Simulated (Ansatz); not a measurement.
Energy needed to pull apart C$_{2}$H$_{2}$OSe (SMILES O=CC=[Se]), closed shell, into free ground-state atoms, from the structure below (displaced at random from a GFN2-xTB minimum); no zero-point or spin–orbit terms; open-shell atoms are treated unrestricted, in their ground-state multiplicity.

```xyz
6
angstrom
O -0.5656 -1.6187 -0.8391
C -0.2876 -0.7338 0.0500
C 0.2412 0.5156 -0.2057
Se 0.7885 1.7116 1.0321
H -0.4843 -0.9992 1.0098
H 0.1860 0.9057 -1.0418
```

Program: Ansatz 0.2.0. Basis: def2-TZVPP. Cores are frozen in the correlated methods. Filled d shells of the heavier atoms are correlated. The def2 sets are not built for correlating such inner shells, so the correlated values are less sure here. B3LYP uses VWN-RPA correlation.

```json
{"method": "PBE-D4", "atomization energy (kJ/mol)": "2383"}
{"method": "r2SCAN-D4", "atomization energy (kJ/mol)": "2277"}
{"method": "PBE0-D4", "atomization energy (kJ/mol)": "2272"}
{"method": "B3LYP-D4", "atomization energy (kJ/mol)": "2261"}
{"method": "LC-wPBE", "atomization energy (kJ/mol)": "2213"}
{"method": "wB97M-V", "atomization energy (kJ/mol)": "?"}
{"method": "HF", "atomization energy (kJ/mol)": "1408"}
{"method": "MP2", "atomization energy (kJ/mol)": "2280"}
{"method": "CCSD", "atomization energy (kJ/mol)": "?"}
{"method": "CCSD(T)", "atomization energy (kJ/mol)": "2193"}
```

(1) What does wB97M-V give? (An estimate is asked for; the value comes from the calculation.)

(2) What does CCSD give? (To be estimated.)

No T1 diagnostic of these runs exceeds 0.016. The restricted Hartree–Fock reference is unstable towards an unrestricted one here. A large double-excitation amplitude points to some diradical character; no triplet was computed.

Answers

(1) By the calculation: 2243 kJ/mol, which is about 50 kJ/mol more than CCSD(T)/def2-TZVPP.

(2) By the calculation: 2118 kJ/mol, which is about 75 kJ/mol less than CCSD(T)/def2-TZVPP.

In triple zeta the MP2 and coupled-cluster atomization energies are still short of their basis limit by a few kcal/mol a bond, whereas those of the functionals are nearly converged, so these differences are not deviations from converged CCSD(T).

For scale, one of the runs: CCSD(T)/def2-TZVPP forces, 169 basis functions (an equivalent command: `ansatz run in.yaml --threads 4`). The run took 3.7 min on 4 CPU threads (shared host), with 2.7 GiB of host memory at its peak.
